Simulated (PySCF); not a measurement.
# Radial density of Ni⁺ (nickel, charge +1)

BLYP, [Ar] 3d9, 2D determinant. Computed with PySCF 2.14 in aug-cc-pwCVQZ (11s10p8d5f4g3h, 185 functions), with no relativity, point nucleus.

```tsv
r (bohr)	4πr²ρ (e/bohr)	4πr²(ρα − ρβ)
0.000921	0.1512	0.0000
0.00155	0.4129	0.0000
0.00261	1.101	0.0000
0.00438	2.820	0.0000
0.00737	6.751	0.0000
0.0124	14.43	-0.0001
0.0209	25.55	-0.0002
0.0351	33.49	-0.0004
0.0590	29.80	-0.0002
0.0992	27.93	0.0065
0.167	38.08	0.0688
0.281	24.40	0.3523
0.472	17.48	0.8756
0.794	18.01	0.9060
1.34	5.499	0.3885
2.25	0.9086	0.0682
3.78	0.07597	0.0018
6.36	0.001047	-0.0001
```
